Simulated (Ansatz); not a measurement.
Geometry optimisation, Ansatz, RKS BHLYP-D4/def2-SVP.

Input:

```yaml
crystal:
  periodic: [false, false, false]
  atoms:
    - { symbol: Al, position_ang: [-0.625553, -0.378598, -1.134635] }
    - { symbol: S, position_ang: [1.52166, 0.221321, -1.059449] }
    - { symbol: F, position_ang: [-1.016624, -1.963981, -0.949931] }
    - { symbol: F, position_ang: [-1.769507, 0.736421, -1.498241] }
    - { symbol: H, position_ang: [0.82231, 0.23106, 1.510516] }
    - { symbol: O, position_ang: [-0.055764, 0.219211, 1.907229] }
    - { symbol: H, position_ang: [1.190794, 1.518965, -1.197472] }
    - { symbol: H, position_ang: [-0.067317, -0.584498, 2.421984] }
basis:
  gaussian: { orbitals: def2-SVP }
hamiltonian:
  xc: { name: BHLYP }
  dispersion: d4
relax:
  f_tol: 0.03
  max_steps: 50
```

Command:

```bash
$ ansatz run input.yaml --threads 2 --pin off --max-ram 3072MiB --backend cpu --events-out ev --progress --plain --runs-dir out
```

Problem. Where does it end, and by what steps?

Solution. The run converged. After 15 steps the energy has fallen by 1.090 eV; H8 moved furthest, 0.73 Å. Joined: Al1–O6.

```tsv
step	energy less start (eV)	largest force component (eV/Å)	accepted
0	0.0000	0.949	yes
1	-0.1595	1.377	yes
2	-0.3463	1.763	yes
3	-0.7390	1.295	yes
4	-0.8998	2.241	yes
5	-1.0208	0.633	yes
6	-1.0561	0.333	yes
7	-1.0686	0.371	yes
8	-1.0805	0.127	yes
9	-1.0868	0.051	yes
10	-1.0868	0.118	yes
11	-1.0887	0.114	yes
12	-1.0892	0.076	yes
13	-1.0895	0.040	yes
14	-1.0894	0.046	no
15	-1.0896	0.004	yes
```

```xyz
8
Properties=species:S:1:pos:R:3
Al -0.413 -0.234 -0.573
S 1.618 0.288 -1.218
F -0.801 -1.846 -0.450
F -1.627 0.814 -0.978
H 0.658 0.254 1.611
O -0.228 -0.012 1.353
H 1.273 1.528 -1.601
H -0.481 -0.792 1.855
```

Time of the run: 31 s on 2 threads of Arm Neoverse V2 (shared host), peak memory 0.19 GiB.
